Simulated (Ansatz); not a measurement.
Si(GeH3)2H2 (SiGe₂H₈), relaxed as a singlet with RKS PBE0-D4/def2-SVP in Ansatz, starting from the GFN2-xTB geometry. Force threshold 0.02 eV/Å.

Start:

```xyz
11

Si    0.721   -0.156    0.680
Ge   -1.429   -1.071    0.790
H    -2.550   -0.090    0.608
H    -1.768   -1.746    2.086
H    -1.728   -2.123   -0.236
Ge    0.966    1.171   -1.228
H     0.079    2.380   -1.280
H     0.677    0.478   -2.526
H     2.339    1.740   -1.435
H     1.716   -1.233    0.664
H     0.977    0.650    1.877
```

**Question.** Estimate the energy that the relaxation releases and the steps that it takes.

**Answer.** 5.8 kcal/mol, in 4 steps; 10 s on 2 threads of Arm Neoverse V2 on a shared host. No frequencies were taken in this run, so the end may be a saddle point.

**Question.** Does the start keep its bonding and symmetry?

**Answer.** By distances, no bond broke or formed. The bond that changes most is Si1–Ge6, from 2.34 to 2.38 Å (atoms count from 1).

**Question.** Predict the relaxed structure.

**Answer.** 
| atom | x (Å) | y (Å) | z (Å) |
| --- | --- | --- | --- |
| Si1 | 0.710 | -0.154 | 0.671 |
| Ge2 | -1.480 | -1.088 | 0.789 |
| H3 | -2.540 | 0.013 | 0.595 |
| H4 | -1.723 | -1.764 | 2.152 |
| H5 | -1.667 | -2.141 | -0.319 |
| Ge6 | 0.968 | 1.198 | -1.275 |
| H7 | 0.004 | 2.398 | -1.213 |
| H8 | 0.645 | 0.381 | -2.541 |
| H9 | 2.408 | 1.733 | -1.393 |
| H10 | 1.717 | -1.260 | 0.648 |
| H11 | 0.959 | 0.684 | 1.886 |
Bond lengths: 2 × Ge–Si 2.38 Å; 6 × Ge–H 1.54 Å; 2 × H–Si 1.50 Å.
